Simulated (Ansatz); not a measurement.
`N[SiH](F)CCl` → `FCN[SiH2]Cl`  (isomerisation)

Program: Ansatz. Geometries: PBE0-D4/def2-TZVP. ΔE: electronic, gas phase. CCSD(T)/CBS is the MP2 limit (def2-TZVPP, def2-QZVPP) plus CCSD(T) − MP2 in def2-TZVPP, frozen cores. Each species was taken in one conformer, which may not be the lowest.

`N[SiH](F)CCl`:

Cartesian coordinates in Å:
```
N -1.167 -1.077 0.351
Si -0.109 0.196 0.685
F 0.942 -0.124 1.857
C 0.977 0.557 -0.798
Cl -0.004 1.180 -2.152
H -0.912 -1.897 -0.171
H -2.057 -1.173 0.808
H -0.898 1.364 1.127
H 1.729 1.310 -0.560
H 1.499 -0.336 -1.147
```

`FCN[SiH2]Cl`:

```xyz
10

F     0.746   -1.142    1.912
C     0.705   -1.081    0.522
N     0.571    0.244    0.063
Si   -0.887    0.965   -0.459
Cl   -1.200    0.776   -2.490
H     1.632   -1.542    0.171
H    -0.152   -1.682    0.206
H     1.425    0.779    0.059
H    -2.010    0.267    0.200
H    -0.831    2.416   -0.184
```

| species | CCSD/def2-TZVPP energy (Eh) |
| --- | --- |
| `N[SiH](F)CCl` | -944.31212 |
| `FCN[SiH2]Cl` | -944.27218 |

Q: Work out ΔE.

A: ΔE = (-944.27218) − (-944.31212) = 0.03994 Eh = +104.9 kJ/mol. CCSD(T)/CBS gives +110.5 kJ/mol.

Largest T1 diagnostic among the species: 0.011.

In def2-TZVPP, CCSD(T) changes the Hartree–Fock value by +9.6 kJ/mol (the triples alone add −0.0 kJ/mol) and MP2 by +15.3 kJ/mol.
